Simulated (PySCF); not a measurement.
Species: C3H3F2NSi.
SMILES with atom numbers: `[N:1]#[C:2][C@@:3]1([F:4])[SiH2:5][C@@H:6]1[F:7]` (hydrogens: H8, H9 on Si5; H10 on C6)

Cartesian coordinates in Å at the GFN2-xTB level; atoms count from 1:
```xyz
10
C3H3F2NSi angstrom
N      2.7916    0.5437   -0.4002
C      1.7796    0.2105    0.0232
C      0.4914   -0.1364    0.4965
F      0.4914   -0.7065    1.7435
Si    -1.0748    0.9107    0.0394
C     -0.4617   -0.7966   -0.5285
F     -1.0844   -1.9283   -0.0989
H     -2.0683    0.8866    1.0882
H     -0.8362    2.0013   -0.8802
H     -0.0199   -0.9804   -1.5055
```

Method: TDDFT wB97X-D/def2-SVPD, vertical, gas phase, core orbitals frozen in the response (PySCF).

Ground-to-excited transition dipoles (e·a0, same axes as the geometry; the sign carries no meaning), for the states with f of 0.002 or more among the lowest 7:

```csv
state,E (eV),μx,μy,μz
S1,5.292,0.208,-0.069,-0.123
S2,6.061,0.205,-0.001,0.038
S3,6.209,0.985,-0.624,0.006
S4,6.623,-0.215,-0.110,-0.096
S5,6.842,-0.107,-0.370,-0.215
S6,7.221,-0.142,-0.011,0.005
S7,7.575,-0.023,-0.142,-0.095
```

What oscillator strength does each state have?

f = (2/3) ΔE |μ|² with ΔE in hartree (27.2114 eV).

| state | \|μ\|² (au) | \|μ\| (D) | f |
| --- | --- | --- | --- |
| S1 | 0.063 | 0.64 | 0.008 |
| S2 | 0.044 | 0.53 | 0.006 |
| S3 | 1.358 | 2.96 | 0.207 |
| S4 | 0.067 | 0.66 | 0.011 |
| S5 | 0.194 | 1.12 | 0.033 |
| S6 | 0.020 | 0.36 | 0.004 |
| S7 | 0.030 | 0.44 | 0.006 |

Which bond between heavy atoms lies closest to the direction of the S3 transition dipole?

C3–Si5, at 13° from it; next Si5–C6 at 41°.

What angle do the transition dipoles of S4 and S5 make?

|cos θ| = |μa·μb| / (|μa| |μb|) = 0.74, so θ ≈ 43° (taken between 0 and 90°, since the signs are arbitrary).

What peak molar absorption coefficient would the strongest computed level give as a lone Gaussian band 0.4 eV wide at half height?

ε(max) = 2.175×10⁸ f / FWHM, with the width in cm⁻¹. S3: 2.175×10⁸ × 0.2067 / 3226 ≈ 14000 L mol⁻¹ cm⁻¹.
